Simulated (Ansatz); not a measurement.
Ideal-gas functions of AsH$_{4}$NTe, SMILES `N[AsH][TeH]` at 400 K and 1 bar, from an Ansatz frequency run at PBE0-D4/def2-TZVP.

Molar mass 220.56 g/mol, point group C1 (symmetry number 1), electronic degeneracy 1, moments of inertia 47.132, 409.978, 445.611 u Å². Harmonic wavenumbers (cm⁻¹, unscaled): 154, 184, 217, 285, 520, 595, 655, 722, 803, 1014, 1590, 2141, 2223, 3545, 3645.

Use S(trans) = R[1.5 ln M + 2.5 ln T − 1.1517]; rotational temperatures θ = 24.2544 K / I; S(rot) = R[ln(√π/σ · √(T³/θAθBθC)) + 1.5]; for each mode x = 1.438777 ν̃/T, S = R[x/(eˣ − 1) − ln(1 − e⁻ˣ)] and H = RT x/(eˣ − 1); 1 cm⁻¹ = 0.0119627 kJ/mol; R = 8.31446 J/(mol·K).

Problem. By hand: the entropy, in J/(mol·K).

Solution. Translation 182.3. Rotation: θ = 0.5146, 0.0592, 0.0544 K, giving 118.6. Vibration, mode by mode: 13.33, 11.90, 10.58, 8.46, 4.22, 3.41, 2.88, 2.38, 1.89, 1.03, 0.18, 0.03, 0.03, 0.00, 0.00, in all 60.3. Electronic 0.0. Sum 361.2 J/(mol·K).

Problem. By hand: H − E and G − E in kJ/mol, counted from the electronic energy.

Solution. Zero-point energy ½ × 18293 × 0.0119627 = 109.4; thermal vibration 13.5; translation, rotation and pV give 4 RT = 13.3. H − E = 136.2 kJ/mol, and G − E = 136.2 − 400 × 361.2/1000 = -8.3 kJ/mol.

Vibration gives 17 % of the entropy. The sum counts one conformer and one mirror image; others add a mixing term.
